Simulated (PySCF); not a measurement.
An excited-state job on `BrC1=CB[Si@H](Br)C=C1`.

Method: TDDFT PBE0/def2-SVPD, vertical, gas phase, core orbitals frozen in the response (PySCF 2.14.0, density-fitted response routines). Geometry: GFN2-xTB. A driver script takes a list of jobs; this job's settings line and coordinates (Å) are shown.

Command:
```bash
OMP_NUM_THREADS=1 python probes_run.py task.json out
```

Input:
```
{"job": {"kind": "uv", "xc": "PBE0", "basis": "def2-SVPD", "nstates": 8, "ntriplets": 3}, "charge": 0, "multiplicity": 1}
Br     3.393570    -0.006400    -0.474886
C      1.484095     0.090288    -0.243158
C      0.906172     1.316282    -0.249154
B     -0.587342     1.581991    -0.089035
Si    -1.671851    -0.018101     0.086632
Br    -2.677650    -0.235466     2.098745
C     -0.430330    -1.441823     0.081310
C      0.878611    -1.212100    -0.074461
H      1.585568     2.151976    -0.374157
H     -0.966657     2.689680    -0.085491
H     -2.747756    -0.407327    -0.832790
H     -0.747889    -2.467391     0.212672
H      1.577073    -2.041120    -0.073956
```

Output:
```
coarse grid: 59336 points
cycle   1  E = -5616.2676297354  dE = -1.125e+00  |g| = 4.443e-01  |ddm| = 8.426e+00
cycle   2  E = -5616.1894520104  dE =  7.818e-02  |g| = 7.021e-01  |ddm| = 3.032e+00
cycle   3  E = -5616.3156303879  dE = -1.262e-01  |g| = 1.245e-01  |ddm| = 1.809e+00
cycle   4  E = -5616.3195476836  dE = -3.917e-03  |g| = 4.469e-02  |ddm| = 3.743e-01
cycle   5  E = -5616.3201163933  dE = -5.687e-04  |g| = 9.334e-03  |ddm| = 1.232e-01
cycle   6  E = -5616.3201312253  dE = -1.483e-05  |g| = 5.696e-03  |ddm| = 3.367e-02
cycle   7  E = -5616.3201402376  dE = -9.012e-06  |g| = 9.280e-04  |ddm| = 1.329e-02
final grid: 120976 points
cycle   8  E = -5616.3200767243  dE =  4.740e-07  |g| = 1.598e-03  |ddm| = 1.330e-02
cycle   9  E = -5616.3200746681  dE =  2.056e-06  |g| = 3.053e-03  |ddm| = 1.020e-02
cycle  10  E = -5616.3200775321  dE = -2.864e-06  |g| = 9.327e-05  |ddm| = 6.461e-03
cycle  11  E = -5616.3200775339  dE = -1.882e-09  |g| = 1.454e-05  |ddm| = 2.635e-04
cycle  12  E = -5616.3200775340  dE = -6.366e-11  |g| = 9.499e-06  |ddm| = 6.188e-05
converged SCF energy = -5616.3200775340

Static polarisability (au): isotropic 136.643, principal 94.820 122.890 192.220

Singlet excitations
state   eV       nm        f      main configurations
  1   2.9403    421.7   0.00774   H->L 0.69, H-1->L 0.27
  2   3.3566    369.4   0.04526   H-1->L 0.66, H->L 0.27
  3   3.5757    346.7   0.01642   H-2->L 0.95
  4   4.0170    308.6   0.00055   H-4->L 0.67, H-3->L 0.30
  5   4.2408    292.4   0.06847   H-5->L 0.55, H-3->L 0.29
  6   4.4101    281.1   0.14814   H-5->L 0.39, H-3->L 0.35, H-4->L 0.22
  7   4.7477    261.1   0.01049   H-6->L 0.93
  8   5.4547    227.3   0.00561   H-8->L 0.62, H-7->L 0.31

Triplet excitations (Tamm-Dancoff, eV): 2.0455 2.6678 3.3386
```

The SCF starts on a coarse grid where the log names one; the energy can jump when the final grid takes over, and dE then counts from the start density on the new grid. H and L stand for HOMO and LUMO; the number after each pair is its weight.

**Question.** Give S1 in cm⁻¹ and kJ/mol.

**Answer.** 2.9403 eV × 8065.54 = 23715 cm⁻¹; × 96.485 = 283.7 kJ/mol.

Main results: HOMO -7.66 eV, LUMO -3.63 eV; lowest singlet 2.94 eV; lowest triplet 2.05 eV (Tamm–Dancoff); mean polarisability 136.6 au.

 The PBE0/def2-SVPD calculation is non-relativistic and has no spin–orbit coupling, an omission that weighs most on bromine.

On one thread of an Intel Xeon at 2.70 GHz, shared host with 64 logical CPUs at a one-minute load of 60, this took 1.9 min of wall time and 0.98 GiB of memory at its peak.
Labels such as C1 count atoms from 1, the log's own numbers from 0.
